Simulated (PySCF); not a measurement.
Vibration and rotation of AlCu

RHF-CCSD(T) constants of AlCu, ¹Σ⁺ (singlet), closed shell (Al def2-TZVPPD, Cu def2-TZVPPD; no relativity (PySCF 2.14); masses 26.9815 and 62.9296 u):

* ωe: 279.6 cm⁻¹
* ωexe: 1.16 cm⁻¹
* Be: 0.1565 cm⁻¹
* αe: 0.000984 cm⁻¹
* De to Al + Cu (3d10 4s1): 2.04 eV

(1) What force constant and bond length do these constants imply?

(2) Estimate the centrifugal constant D from the Kratzer relation and find the Dunham coefficient a1.

Correlated steps freeze 10 core orbitals. Where the molecule has an RHF reference, its open-shell atoms are computed with UHF. The CCSD T1 diagnostic is raised, a sign that a single reference may not be enough here.

Results:

(1) Reduced mass μred = 18.885 u; k = 5.8918×10⁻⁷·μred·ωe² (u, cm⁻¹, mdyn/Å) = 0.870 mdyn/Å; Re = √(16.8576/(μred·Be)) (u, cm⁻¹, Å) = 2.388 Å.

(2) D = 4Be³/ωe² = 1.96e-07 cm⁻¹; a1 = −1 − αeωe/(6Be²) = -2.87.
